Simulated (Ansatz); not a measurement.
Basis-set series for CHAlClN, SMILES `N#[C][AlH][Cl]`. The species carries charge 0 and has multiplicity 1. All single points use the PBE0-D4/def2-TZVP geometry.

```csv
functional,basis,functions,energy (Eh),HOMO (eV),LUMO (eV)
PBE0-D4,def2-SVP,69,-795.47749,-9.49,-2.36
PBE0-D4,def2-QZVPP,284,-795.85450,-9.64,-2.48
ωB97M-V,def2-SVP,69,-795.79365,-11.70,-0.52
ωB97M-V,def2-QZVPP,284,-796.17064,-11.92,-0.76
```

Give the rows for def2-TZVPP. (Best estimate.)

The calculation gave: 
| functional | basis | functions | energy (Eh) | HOMO (eV) | LUMO (eV) |
| --- | --- | --- | --- | --- | --- |
| PBE0-D4 | def2-TZVPP | 160 | -795.82871 | -9.62 | -2.45 |
| ωB97M-V | def2-TZVPP | 160 | -796.14630 | -11.89 | -0.69 |

Computed with Ansatz.
